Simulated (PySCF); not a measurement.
From one molecule to another.

First species: C₆H₈O.
Z-matrix (Å and degrees, GFN2-xTB geometry), rows numbered from 1:
```
C 
C   1  1.3329
C   2  1.4361  1  122.48
C   3  1.3509  2  126.89  1   179.81
C   4  1.4974  3  125.01  2    -0.28
C   4  1.4654  3  117.70  2   178.53
O   6  1.2077  4  125.61  3     0.48
H   1  1.0762  2  122.05  3   179.89
H   1  1.0775  2  121.35  3    -0.05
H   2  1.0812  1  119.84  3  -179.54
H   3  1.0838  2  116.37  1    -0.42
H   5  1.0881  4  110.42  3  -156.56
H   5  1.0868  4  111.41  3   -35.85
H   5  1.0906  4  110.18  3    84.26
H   6  1.1088  4  113.99  3  -179.32
```

Second species: C6H8O.
SMILES: `C=C(C#CC)CO`

Levels: PBE0/def2-SVPD for dipole moment, HOMO energy, LUMO energy, HOMO–LUMO gap, static isotropic polarisability and electronic spatial extent ⟨r²⟩ about the centre of nuclear charge; TDDFT PBE0/def2-SVPD for lowest singlet excitation; TDA PBE0/def2-SVPD for lowest triplet excitation (Tamm–Dancoff); GFN2-xTB for rotational constant A and rotational constant C. Geometries: GFN2-xTB. Each structure is a single optimised conformer of the isolated species, non-relativistic unless stated; the electronic structure was computed with PySCF and density fitting.

The conformers computed, where there is a choice (atom-mapped SMILES and torsion angles):
- `[CH2:1]=[CH:2]/[CH:3]=[C:4](\[CH3:5])[CH:6]=[O:7]`: C1–C2–C3–C4 180°, C3–C4–C6–O7 0°
- `[CH2:1]=[C:2]([C:3]#[C:4][CH3:5])[CH2:6][OH:7]`: C1–C2–C6–O7 -12°, H–O7–C6–C2 -57°

```csv
property,column X,column Y
dipole moment,3.44 D,2.15 D
HOMO energy,-7.02 eV,-6.80 eV
LUMO energy,-2.31 eV,-0.63 eV
HOMO–LUMO gap,4.71 eV,6.17 eV
lowest singlet excitation,3.36 eV,5.29 eV
lowest triplet excitation (Tamm–Dancoff),2.39 eV,3.49 eV
static isotropic polarisability,85.8 au,80.7 au
electronic spatial extent ⟨r²⟩ about the centre of nuclear charge,954 bohr²,1114 bohr²
rotational constant A,4.459 GHz,7.111 GHz
rotational constant C,1.213 GHz,1.032 GHz
```

(1) Which column belongs to which species?

(2) How does each property change from the first species to the second?

Results:

(1) Column X is the first species and column Y the second. The first has 15 atoms and 52 electrons, the second 15 and 52.

(2) dipole moment -1.29 D; HOMO energy +0.22 eV; LUMO energy +1.68 eV; HOMO–LUMO gap +1.46 eV; lowest singlet excitation +1.93 eV; lowest triplet excitation (Tamm–Dancoff) +1.10 eV; static isotropic polarisability -5.1 au; electronic spatial extent ⟨r²⟩ about the centre of nuclear charge +160 bohr²; rotational constant A +2.652 GHz; rotational constant C -0.181 GHz.

On the first: The vertical singlet–triplet gap S1 − T1 is 0.97 eV (TDDFT singlet less Tamm–Dancoff triplet; S1: HOMO−1→LUMO, weight 0.95; T1: HOMO→LUMO, weight 0.96). The principal polarisabilities are 49.1, 76.5 and 131.8 au; their mean is the isotropic value.

On the second: The vertical singlet–triplet gap S1 − T1 is 1.80 eV (TDDFT singlet less Tamm–Dancoff triplet; S1: HOMO−1→LUMO, weight 0.95; T1: HOMO→LUMO, weight 0.94). S1 lies 0.88 eV below the HOMO–LUMO gap; its leading configuration is HOMO−1→LUMO, weight 0.95.
